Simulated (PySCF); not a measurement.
Match the calculated data to a structure.

All candidates are C6H13P2 (charge +1).

| technique | computed result |
| --- | --- |
| 13C NMR | chemical shifts (computed TMS as zero) by class: 135.1 (1 C), 57.8 (1 C), 30.0 (1 C), 11.5 (1 C), 11.0 (1 C), 6.2 (1 C) ppm [GIAO PBE0/pcSseg-1] |
| Rotational structure | rotational constants A, B, C: 1.404, 1.045, 0.689 GHz [GFN2-xTB] |
| NMR, other nuclei | isotropic shieldings of nuclei other than C and H, by class: 366 (1 P), 503 (1 P) ppm [GIAO PBE0/pcSseg-1] |
| 1H NMR | chemical shifts (computed TMS as zero) by class: 7.36 (1 H), 3.31 (2 H), 2.92 (1 H), 2.81 (1 H), 2.68 (3 H), 2.49 (1 H), 2.05 (3 H), 1.85 (1 H) ppm [GIAO PBE0/pcSseg-1] |

The electronic properties come from PySCF, for the isolated species, density fitting. Levels stand in brackets. Geometry: GFN2-xTB, one conformer, isolated ion. GFN2-xTB frequencies show an imaginary mode (35i cm⁻¹), so this geometry is no minimum at that level. NMR values are class means; diastereotopic atoms form classes of their own.

Question: Which candidate is it?
A. `CC#C[P@H+](C)CCP`
B. `C=C[P@H+](/C=C\C)CP`
C. `C#C[P+](C)(C)CCP`
D. `CC1=CC[P@+](C)(P)C1`
E. `C#CC[P+](C)(C)CP`

Answer: A. It is `CC#C[P@H+](C)CCP`. Numbering: `[CH3:1][C:2]#[C:3][P@H+:4]([CH3:5])[CH2:6][CH2:7][PH2:8]`. 6 carbons fall into 6 classes; from least to most shielded: alkyne carbon [C2] (135.1 ppm), alkyne carbon [C3] (57.8 ppm), sp3 carbon bound to phosphorus [C6] (30.0 ppm), sp3 carbon bound to phosphorus [C7] (11.5 ppm), sp3 carbon bound to phosphorus [C5] (11.0 ppm), propargylic carbon [C1] (6.2 ppm). Hydrogen classes from least to most shielded: 1 H on a phosphonium phosphorus, P4 (7.36 ppm), 2 H on a phosphine phosphorus, P8 (3.31 ppm, a mean of values up to 0.6 ppm apart in this geometry), 1 H on an sp3 carbon bound to phosphorus, C7 (2.92 ppm), 1 H on an sp3 carbon bound to phosphorus, C6 (2.81 ppm), 3 H on a propargylic carbon, C1 (2.68 ppm), 1 H on an sp3 carbon bound to phosphorus, C6 (2.49 ppm), 3 H on an sp3 carbon bound to phosphorus, C5 (2.05 ppm, a mean of values up to 0.6 ppm apart in this geometry), 1 H on an sp3 carbon bound to phosphorus, C7 (1.85 ppm). The other shieldings belong to: 366 ppm, phosphonium phosphorus [P4]; 503 ppm, phosphine phosphorus [P8]. The optimised geometry has point group C1 and is an asymmetric top.

The others, at the same levels:
- `CC1=CC[P@+](C)(P)C1` fails: its computed 13C shifts are 147.2 (1 C), 126.9 (1 C), 45.0 (1 C), 40.9 (1 C), 21.4 (1 C), 13.6 (1 C) ppm, 1H shifts are 5.92 (1 H), 3.46 (1 H), 3.44 (1 H), 3.35 (2 H), 3.02 (1 H), 2.99 (1 H), 2.27 (3 H), 2.06 (3 H) ppm and rotational constant A is 2.421 GHz (against 1.404 GHz).
- `C#CC[P+](C)(C)CP` fails: it has 5 carbon classes against 6; its computed 13C shifts are 88.7 (1 C), 70.8 (1 C), 16.4 (1 C), 11.5 (1 C), 9.4 (2 C) ppm, 1H shifts are 3.57 (2 H), 3.23 (2 H), 2.46 (2 H), 2.32 (1 H), 2.06 (6 H) ppm and smallest rotational constant is 0.854 GHz (against 0.689 GHz).
- `C=C[P@H+](/C=C\C)CP` fails: its computed 13C shifts are 181.4 (1 C), 155.4 (1 C), 124.1 (1 C), 104.5 (1 C), 25.5 (1 C), 7.0 (1 C) ppm, 1H shifts are 8.14 (1 H), 7.51 (1 H), 7.00 (1 H), 6.50 (1 H), 6.05 (1 H), 5.77 (1 H), 3.49 (2 H), 3.02 (1 H), 2.31 (3 H), 2.22 (1 H) ppm and rotational constant A is 1.557 GHz (against 1.404 GHz).
- `C#C[P+](C)(C)CCP` fails: it has 5 carbon classes against 6; its computed 13C shifts are 120.0 (1 C), 67.8 (1 C), 32.9 (1 C), 17.5 (2 C), 11.6 (1 C) ppm, 1H shifts are 3.50 (1 H), 3.40 (2 H), 2.54 (2 H), 2.47 (2 H), 2.30 (6 H) ppm and rotational constant A is 1.823 GHz (against 1.404 GHz).

Each candidate is one conformer, not necessarily the lowest. The conformers computed, where there is a choice (atom-mapped SMILES and torsion angles):
- `[CH3:1][C:2]#[C:3][P@H+:4]([CH3:5])[CH2:6][CH2:7][PH2:8]`: C3–P4–C6–C7 -45°, P4–C6–C7–P8 -41°, H–P8–C7–C6 -176°, H–P8–C7–C6 -82°
- `[CH:1]#[C:2][CH2:3][P+:4]([CH3:5])([CH3:6])[CH2:7][PH2:8]`: C2–C3–P4–C5 -64°, C3–P4–C7–P8 55°, H–P8–C7–P4 173°, H–P8–C7–P4 -94°
- `[CH2:1]=[CH:2][P@H+:3](/[CH:4]=[CH:5]\[CH3:6])[CH2:7][PH2:8]`: C1–C2–P3–C4 136°, C2–P3–C4–C5 -69°, C2–P3–C7–P8 164°, H–P8–C7–P3 74°, H–P8–C7–P3 167°
- `[CH:1]#[C:2][P+:3]([CH3:4])([CH3:5])[CH2:6][CH2:7][PH2:8]`: C2–P3–C6–C7 -39°, P3–C6–C7–P8 -57°, H–P8–C7–C6 -168°, H–P8–C7–C6 99°

The conformers of `CC1=CC[P@+](C)(P)C1` aren't listed.
